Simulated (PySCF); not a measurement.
C6H10ClNSi.
Numbering: `[CH2:1]=[N:2][C@:3]1([CH3:4])[CH:5]=[C:6]([Cl:7])[CH2:8][SiH2:9]1`

NICS = −σ at a ghost point: NICS(0) at the centroid of the ring atoms, NICS(1) 1 Å to either side along the normal of their mean plane, zz for the tensor component along that normal. Level: GIAO PBE0/pcSseg-1 (PySCF, non-relativistic, gas phase) on the GFN2-xTB geometry, one conformer.

Ring bond lengths (Å), with Mayer bond orders in brackets: C3–C5 1.508 (0.98), C5–C6 1.322 (1.75), C6–C8 1.494 (1.03), C8–Si9 1.910 (0.88), Si9–C3 1.938 (0.79).

Task: Give the NICS values of each ring in ppm.

Result: 
```csv
ring,type,NICS(0),"NICS(1), two faces","NICS(1)zz, two faces",rms pucker (Å),"centre to ring atoms, mean (Å)"
C3–C5–C6–C8–Si9,"5-membered ring with Si; formal bonds 1 double, 4 single",-3.6,-3.3 / -2.7,-0.4 / 0.0,0.05,1.38
```

Task: What do they say, and how far can they be read as aromaticity?

Result: 
- C3–C5–C6–C8–Si9: mean NICS(1)zz -0.2 ppm, near zero. C3, C8, Si9 have four or more neighbours, and the NICS criterion for π rings isn't applied.

Task: How shielded are the nuclei of the rings and their hydrogens (means over atoms taken as equivalent)?

Result: 
| atoms | environment | σ isotropic (ppm) | principal values of the symmetric part, first atom (ppm) |
| --- | --- | --- | --- |
| C3 | sp3 carbon bound to nitrogen | 118.2 | 96.5, 114.9, 143.1 |
| C5 | alkene CH carbon | 44.4 | -50.8, 70.7, 113.3 |
| C6 | vinylic C–Cl carbon | 37.4 | -60.4, 77.7, 94.9 |
| C8 | sp3 carbon bound to silicon | 164.3 | 138.1, 155.7, 199.2 |
| Si9 | SiH2 silicon | 362.5 | 333.6, 340.8, 413.2 |
| H on C5 | vinylic hydrogen | 26.28 | 24.5, 25.2, 29.1 |
| H on C8 | methylene hydrogen | 29.84 | 25.4, 28.4, 35.7 |
| H on C8 | methylene hydrogen | 29.68 | 25.7, 27.8, 35.5 |
| H on Si9 | Si–H hydrogen | 27.28 | 24.1, 25.5, 32.2 |
| H on Si9 | Si–H hydrogen | 27.63 | 24.7, 25.4, 32.8 |

Hardware: an Arm Neoverse V1 with one thread, shared host with 64 logical CPUs at a one-minute load of 43. Cost: 62 s (grids of density and orbitals included), 1.1 GiB resident at most. This is the whole shielding run at PBE0/pcSseg-1, SCF included.
